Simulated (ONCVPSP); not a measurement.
What one change does to a pseudopotential (terbium (Tb), ONCV)

| Item | Value |
| --- | --- |
| Element | Tb (Z = 65) |
| Generator | ONCVPSP 4.0.1 |
| Type | optimised norm-conserving Vanderbilt (ONCV) |
| Functional | PBE |
| Relativity | scalar-relativistic |
| Frozen core | [Kr] 4d10 4f8 |
| Valence charge | 11 |
| Reference configuration | 5s2 5p6 5d1 6s1.5 (charge +0.5) |
| Partial waves | 5s+6s: rc 2.00 bohr, ncon 3, nbas 6, qcut 6.8 1/bohr, 2 projectors; 5p: rc 1.55 bohr, ncon 4, nbas 9, qcut 4.5 1/bohr, 2 projectors, debl 3.3 Ha; 5d: rc 3.35 bohr, ncon 3, nbas 8, qcut 4.9 1/bohr, 2 projectors, debl 0.8 Ha |
| Local potential | polynomial inside 1.00 bohr (lpopt 5, dvloc0 0 Ha) |
| Core correction | none |

All-electron outer shells of the reference configuration (PBE, scalar-relativistic, ld1.x):

```csv
shell,level (eV),outermost node (bohr),outermost maximum (bohr)
5s,-54.32,0.64,1.18
5p,-30.93,0.69,1.33
4f,-12.01,–,0.55
6s,-6.72,1.57,3.24
5d,-5.25,0.77,1.92
```

Change: all radii scaled by about 1.33 (s 2.66, p 2.06, d 4.46 bohr); local potential polynomial inside 1.32 bohr (lpopt 5, dvloc0 0 Ha).

Cutoffs: the cutoffs (Ha) at which the residual kinetic energy of the hardest occupied pseudo-wave falls to 1 and 0.1 mHa per electron; they do not see the model core or the augmentation charge, which bear on the density cutoff. Errors are all-electron minus pseudo energies relative to the spin-unpolarised reference configuration.

Task: What does the change do?

Result: The potential gets softer (72 Ha and 114 Ha → 8.2 Ha and 11 Ha); the bound ghost in s disappears; the lowest positive-energy flag moves from d at 87.2 eV to s at 28.9 eV; of the 4 tests that both files solve, the error grows in 2 and shrinks in 1 by more than 15 % and 0.3 meV (median size 6.9 → 1.1 meV). A larger radius leaves more room for a smooth pseudo-wave, so fewer plane waves are needed.

| quantity | base | changed |
| --- | --- | --- |
| cutoff, loose | 72 Ha | 8.2 Ha |
| cutoff, tight | 114 Ha | 11 Ha |
| loose cutoff by channel | s 16 Ha, p 72 Ha, d 7.0 Ha | s 8.2 Ha, p 7.1 Ha, d 5.7 Ha |
| bound ghosts | s | none |
| GHOST(+) flags under 300 eV | d at 87.2 eV, p at 125.1 eV | s at 28.9 eV, d at 150.8 eV, p at 164.7 eV |
| error for 5s2 5p6 5d1 6s2, meV [ΔE -2.72 eV] | +1.3 | +1.1 |
| error for 5s2 5p6 5d1 6s1, meV [ΔE 4.02 eV] | +0.1 | -0.6 |
| error for 5s2 5p6 5d1 6s0, meV [ΔE 16.29 eV] | +12 | +1.0 |
| error for 5s1 5p6 5d1 6s2, meV [ΔE 54.21 eV] | -356 | -672 |

 A true bound ghost makes a file unfit for plane-wave use even where its test errors are small: the radial tests pick states by their node count and pass the ghost by.
